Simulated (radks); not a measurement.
Values are calculated unless marked as measured or tabulated.
Task: The table gives one normalised radial function P(r) = r R(r) (large component) of Zn2+ in [Ar] 3d10 (r in bohr). Code: a radial shooting solver on a logarithmic mesh with Libxc functionals. Model: Dirac Kohn-Sham, BLYP, spin-unpolarised, spherical densities, finite nucleus; Fermi nuclear charge, rms radius 3.9283 fm.

r	P
0.002709	0.0000
0.003472	0.0000
0.004413	0.0000
0.00561	0.0001
0.007132	0.0001
0.00914	0.0002
0.01162	0.0004
0.01477	0.0009
0.01878	0.0017
0.02387	0.0033
0.03059	0.0065
0.03889	0.0124
0.04943	0.0231
0.06284	0.0420
0.08053	0.0756
0.1024	0.1289
0.1301	0.2109
0.1654	0.3282
0.2103	0.4818
0.2695	0.6673
0.3426	0.8457
0.4356	0.9840
0.5537	1.0429
0.7096	1.0007
0.902	0.8752
1.147	0.7009
1.458	0.5124
1.853	0.3367
2.375	0.1893
3.019	0.0903

Which n and l does it have? It may be an empty orbital.

Result: n = 3, l = 2: the number of nodes gives n - l - 1 = 0, the rise at small r points to l (this Dirac orbital starts outside the nucleus as r^gamma with gamma = sqrt((l + 1)^2 - (Z/c)^2) = 2.99; the j = 5/2 orbital of l + 1 starts with the same power, but with a smaller coefficient, and then steepens), and the extent must fit the shell. The curve is that of 3d5/2; the two j differ most near the nucleus, where j = l - 1/2 has the larger amplitude, and in heavy atoms j = l - 1/2 is also the more compact. 3d5/2: eigenvalue -30.740 eV, 0 radial nodes, <r> = 0.885 bohr, 90 % of the charge inside 1.55 bohr.
